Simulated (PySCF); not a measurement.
SiHCl, SMILES Cl[SiH] (connectivity only; charge and spin as stated), neutral, multiplicity 1. Heavy atoms are numbered as in [SiH:1][Cl:3]. Hydrogens are named by the atom that carries them.

The structure is a stationary point at r2SCAN-D4/def2-TZVP. The isomer is the one that the SMILES or the coordinates give; other isomers of the formula were not compared.

Computed with PBE0/pcSseg-2 (PySCF).

GIAO shieldings, no solvent; atoms alike by connectivity are averaged. δ = σ(ref) − σ: ²⁹Si against TMS (σ = 341.9 ppm); ¹H against TMS (σ = 31.54 ppm); ³⁵Cl against HCl (σ = 943.3 ppm), references at their B3LYP-D3(BJ)/def2-TZVP geometries, non-relativistic (without spin–orbit terms, shifts of atoms bonded to Cl or Br come out too high).

| atoms | nucleus | count | δ (ppm) |
|---|---|---|---|
| Si1 (SiH) | ²⁹Si | 1 | 594.7 |
| H on Si1 | ¹H | 1 | 11.16 |
| Cl3 | ³⁵Cl | 1 | … |

**Question.** Fill in the missing entries. (The exact figures need the calculation; the answer reports its results.)

**Answer.** 
- Cl3, δ (ppm): 588.5
